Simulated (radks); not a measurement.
Charge is removed step by step from the 5d down level of neutral bismuth, starting from [Xe] 4f14 5d(up 5, down 5) 6s2 6p3. Calculated with a radial shooting solver on a logarithmic mesh with Libxc functionals: scalar-relativistic Kohn-Sham, PBE, spin-polarised, spherical densities, finite nucleus; open shells are filled with parallel spins first (spin-orbit coupling, left out, can overturn this in heavy ions); Fermi nuclear charge, rms radius 5.5211 fm.

removed (e)  E - E(0) (eV)  eigenvalue (eV)  E minus straight line (eV)
0                    0.000          -26.664                       0.000
0.1                  2.723          -27.820                      -0.548
0.2                  5.563          -28.998                      -0.980
0.3                  8.521          -30.197                      -1.292
0.4                 11.601          -31.415                      -1.484
0.5                 14.803          -32.651                      -1.553
0.6                 18.129          -33.905                      -1.498
0.7                 21.582          -35.175                      -1.317
0.8                 25.162          -36.461                      -1.008
0.9                 28.872          -37.763                      -0.569
1                   32.712          -39.079                       0.000

Removing the whole electron costs 32.712 eV by Delta-SCF, against 26.664 eV from minus the eigenvalue at the starting occupation. Slater's transition state (half an electron removed) gives 32.651 eV. Integrating minus the eigenvalue over the occupation (Janak's theorem) gives 32.724 eV. In this scalar-relativistic scheme the density is built from large components alone, so the theorem holds only approximately. The mean slope of the eigenvalue, de/dn, is 12.4 eV per electron.
